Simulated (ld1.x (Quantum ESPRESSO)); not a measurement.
## An all-electron radial function and its pseudo partner (B (Z = 5))

Columns: radius, all-electron u(r) and pseudo u(r) of the 2p shell (level -3.57 eV) of boron in the configuration [He] 2s2 2p1; revPBE, scalar-relativistic, TM scheme, ld1.x (Quantum ESPRESSO) 7.5.

```
r (bohr)  all-electron  pseudo
   0.208        0.0914  0.0248
   0.415        0.2408  0.0951
   0.622        0.3751  0.2001
   0.830        0.4790  0.3245
   1.038        0.5547  0.4492
   1.245        0.6016  0.5565
   1.453        0.6240  0.6345
   1.660        0.6269  0.6767
   1.868        0.6154  0.6847
   2.075        0.5937  0.6651
   2.282        0.5654  0.6268
   2.490        0.5327  0.5788
   2.698        0.4980  0.5282
   2.905        0.4629  0.4802
   3.113        0.4281  0.4364
   3.320        0.3947  0.3979
   3.528        0.3629  0.3637
   3.735        0.3331  0.3332
   3.943        0.3051  0.3051
   4.150        0.2793  0.2793
   4.358        0.2554  0.2554
   4.565        0.2333  0.2333
   4.773        0.2130  0.2130
   4.980        0.1943  0.1943
   5.188        0.1770  0.1770
   5.395        0.1613  0.1613
```

**Question.** How many radial nodes do the two functions have?

**Answer.** The all-electron 2p function has n − l − 1 = 0; the pseudo-wave has 0.

**Question.** At about which radius was the pseudo-wave matched?

**Answer.** 4.15 bohr. The columns agree to 0.0005 from 3.73 bohr on; several derivatives are matched, so the curves merge somewhat inside the radius.

**Question.** Where does each function peak?

**Answer.** Outermost all-electron maximum near 1.66 bohr, pseudo maximum near 1.87 bohr (to the table’s step).

**Question.** Is the pseudo-wave norm-conserving?

**Answer.** Yes: the TM scheme keeps the norm inside the radius equal to the all-electron one, which fixes the energy derivative of the logarithmic derivative at the level.
